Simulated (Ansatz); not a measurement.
Input file for Ansatz (a first-principles code): R-PBE0/def2-TZVPP on B2O3 (SMILES O=BOB=O).

Ansatz 0.2 input:
```yaml
crystal:
  periodic: [false, false, false]
  atoms:
    - {symbol: O, position_ang: [-2.34472523, -0.40213602, -0.50431761]}
    - {symbol: B, position_ang: [-1.23460753, -0.01236181, -0.23943134]}
    - {symbol: O, position_ang: [-0.03430329, 0.46113683, 0.05378450]}
    - {symbol: B, position_ang: [1.22708051, 0.11353163, 0.25123285]}
    - {symbol: O, position_ang: [2.38655554, -0.16017063, 0.43873160]}
basis:
  gaussian:
    orbitals: def2-TZVPP
hamiltonian:
  xc: {name: PBE0}
scf: {lower_state_search: off}
```

It printed:

```
WARN ansatz: RAYON_NUM_THREADS=4 ignored (pool sized by the plan → 4); use --threads N
Functional definition: PBE0
these checks for a lower state are left out or cut short: stability, starts, cluster_reference, orbital_swaps, neighbouring_geometries, increment
integrals: 0.05 GiB planned
791 factors; their error is unknown
mean field: 0.53 GiB planned
mean field evaluation 1: about -7480.6845 eV, gradient 8.5e1 eV
mean field evaluation 2: about -7437.6050 eV, gradient 1.7e2 eV
mean field evaluation 4: about -7492.1761 eV, gradient 1.0e1 eV
mean field evaluation 8: about -7492.3425 eV, gradient 1.7e-1 eV
mean field evaluation 16: about -7492.3426 eV, gradient 8.2e-6 eV
mean field -7492.34257653 eV, -275.3385111951 hartree, gradient 8.2e-6 eV, S^2 0.000000; 0 other end points of the search recorded, 0 dependent functions left out
reference -7492.34260878 eV, -275.3385123803 hartree; 17, 17 occupied and 138, 138 virtual orbitals, 791 factors
Total energy: -7492.34260878 eV, -275.3385123803 hartree
Checks for a lower state left out: stability, starts, cluster_reference, orbital_swaps, neighbouring_geometries, increment
```

Self-consistency was reached.

Cost: roughly 1.7 core-seconds.
